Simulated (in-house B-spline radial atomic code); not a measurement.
Neutral titanium: [Ar] 3d2 4s1 4p1 (an excited or competing configuration)

All numbers are computed (Dirac-Hartree-Fock, average of configuration; Fermi nucleus of rms radius 3.5921 fm) with an all-electron radial atomic-structure program (B-spline basis), not measured.

Screening seen three ways: the hydrogenic charge with the same mean radius, Z_r = [3n² - l(l+1)]/(2<r>), the one with the same energy, Z_e = n√(-2ε), and Slater's rules. Values are occupation-weighted means over j.

```tsv
shell	electrons	ε (eV)	<r> (bohr)	Z_r	Z_e	Slater
1s	2	-5021.4	0.06953	21.57	19.21	21.70
2s	2	-590.87	0.3223	18.62	13.18	17.85
2p	6	-486.53	0.2886	17.33	11.96	17.85
3s	2	-80.571	1.007	13.41	7.30	10.75
3p	6	-50.472	1.089	11.48	5.78	10.75
3d	2	-12.168	1.477	7.11	2.84	3.65
4s	1	-7.6305	3.569	6.72	3.00	3.15
4p	1	-3.8622	4.942	4.65	2.13	3.15
```

The least bound orbital is 4p3/2 at -3.855 eV, and it is also the most diffuse (<r> = 4.95 bohr).

Spin-orbit splittings of the orbital energies (j = l + 1/2 above j = l - 1/2 when positive): 2p 5.903 eV, 3p 0.708 eV, 3d 0.0387 eV, 4p 0.02244 eV.

For the 1s electron the small component carries 0.621 % of the norm, the zero-frequency Breit interaction raises the level by 4.898 eV, self-energy by 2.319 eV, and vacuum polarisation lowers it by 0.1802 eV.
